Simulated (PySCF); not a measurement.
# Hartree-Fock beside MP2: GeH3O2 anion

All numbers below are calculated, not measured. The program is PySCF 2.14.0, an open-source quantum chemistry code, run on an isolated molecule that a program drew, which may never have been made. The molecule is GeH3O2 anion (charge -1, singlet), drawn as the SMILES string `[OH][GeH-][OH]`.

The geometry was optimised and harmonic frequencies were computed with HF and MP2, all in the aug-cc-pVDZ basis, for the commonest isotopes, with a restricted reference for singlets and an unrestricted one otherwise, and a frozen core in MP2. Germanium has the aug-cc-pVDZ-PP basis, with a core potential (ECP10MDF) in place of its 10 inner electrons, and its 3s, 3p and 3d shells are frozen in MP2. Each result is a local minimum of its method.

Geometry at the HF minimum:
```xyz
6
GeH3O2 anion, angstrom
O     1.2956    0.0723    0.1933
Ge    1.7724    0.7090   -1.5193
O     1.5571    2.5628   -1.2326
H     1.8795    0.3847    0.8630
H     3.3923    0.7150   -1.2117
H     2.1426    2.8900   -0.5714
```

Lengths of the bonds as drawn, in Å (atoms numbered as above):
```
bond,HF,MP2
O1-Ge2,1.888,1.943
Ge2-O3,1.888,1.943
O1-H4,0.942,0.968
Ge2-H5,1.649,1.653
O3-H6,0.942,0.968
```

Rotational constants, in GHz:
| constant | HF | MP2 |
|---|---|---|
| A | 12.25 | 12.05 |
| B | 6.792 | 6.279 |
| C | 4.674 | 4.418 |

Harmonic frequencies in cm^-1, each column in rising order, so a row needn't be the same motion in every method:
| rank | HF | MP2 |
|---|---|---|
| 1 | 100 | 144 |
| 2 | 226 | 199 |
| 3 | 347 | ? |
| 4 | 532 | 490 |
| 5 | 563 | 513 |
| 6 | 717 | 640 |
| 7 | 765 | 708 |
| 8 | 898 | 843 |
| 9 | 968 | 899 |
| 10 | 1632 | 1625 |
| 11 | 4178 | 3814 |
| 12 | 4181 | 3817 |

**Estimate the missing MP2 frequency from the HF column.**

A single factor s that minimises the squared misfit of MP2 against s times HF over the other rows is sum(HF x MP2) / sum(HF^2) = 0.9192, with an rms misfit of 43 cm^-1. For rank 3 it gives 0.9192 x 347 = 319 cm^-1. The calculation gives 335 cm^-1, 16 cm^-1 above the estimate. The drawn bonds are on average 2.3 % longer in MP2 than in HF.
